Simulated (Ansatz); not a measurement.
`N[CH2][GeH2][SiH3]` + H₂O → `N[CH2][GeH2][OH]` + SiH₄  (formal hydrolysis of a Ge–Si bond)

Calculated with Ansatz (gas phase, PBE0-D4/def2-TZVP geometries, no zero-point term in ΔE). CBS: MP2 limit from def2 TZ/QZ plus the TZ coupled-cluster correction, frozen cores. This one scheme is used for every species. For Ge outer-core shells are correlated without core-valence functions, which leaves a few kJ/mol of doubt a bond. Scalar relativity is left out up to krypton. Each species was taken in one conformer, which may not be the lowest.

```tsv
species	SCS-MP2/def2-QZVPP energy (Eh)
`N[CH2][GeH2][SiH3]`	-2463.00093
H₂O	-76.34808
`N[CH2][GeH2][OH]`	-2247.91756
SiH₄	-291.43864
```

(1) Work out ΔE.

Largest T1 diagnostic among the species: 0.011.

Answers

(1) ΔE = (-2247.91756) + (-291.43864) − (-2463.00093) − (-76.34808) = -0.00719 Eh = -0.20 eV. CCSD(T)/CBS gives -0.06 eV.

In def2-TZVPP, CCSD(T) changes the Hartree–Fock value by +0.26 eV (the triples alone add +0.02 eV) and MP2 by +0.24 eV. The D4 term adds +0.08 eV with B3LYP and +0.04 eV with PBE0; it sums over pairs of atoms, weighted by their polarisabilities, and B3LYP, whose exchange is more repulsive, gets the larger term.

B3LYP here is the variant with VWN-RPA as its local correlation; programs differ in this.
